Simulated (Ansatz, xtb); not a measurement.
## C4H4FNOS: 6 structures ranked

6 gas-phase structures of C4H4FNOS, from a drawn sample of its isomers (lower ones may exist). Each was relaxed with GFN2-xTB; where two conformers were screened, the lower at r2SCAN-D4/def2-SVP is listed:

A. `COc1csc(F)n1`, a singlet
B. `COc1cnc(F)s1`, a singlet
C. `COc1nc(F)cs1`, a singlet
D. `COc1ncc(F)s1`, a singlet
E. `COc1ncsc1F`, a singlet
F. `COc1scnc1F`, a singlet

Question: Estimate their order in r2SCAN-D4/def2-SVP energy at these geometries, lowest first.

Answer: Calculated order at r2SCAN-D4/def2-SVP: C (0.000), A (0.189), D (0.383), B (0.464), F (0.558), E (0.637) eV.

Energies above the lowest of each column, in eV; the last columns are at B3LYP-D3(BJ)/def2-SVP geometries:

```
structure  GFN2-xTB  HF/STO-3G  r2SCAN-D4/def2-SVP  B3LYP-D3(BJ)/def2-SVP  CCSD(T)/def2-SVP + ΔMP2/def2-TZVPP
        C     0.000      0.000               0.000                  0.000                               0.000
        A     0.187      0.132               0.189                  0.190                               0.177
        D     0.173      0.136               0.383                  0.358                               0.366
        B     0.349      0.225               0.464                  0.433                               0.442
        F     0.420      0.418               0.558                  0.524                               0.552
        E     0.427      0.434               0.637                  0.611                               0.580
```

Every level run on C puts it lowest or level with the lowest. Flexible structures stand in one conformer each, not always the lowest. ΔMP2 is the change of the MP2 energy from the smaller to the larger basis.

Over these structures GFN2-xTB departs from r2SCAN-D4/def2-SVP by 0.074 eV on average once a common shift is removed. A GFN2-xTB relaxation took about 0.21 s and the r2SCAN-D4/def2-SVP energy about 5.9 s on a shared host (Ansatz 0.2.0, xtb 6.7.1).
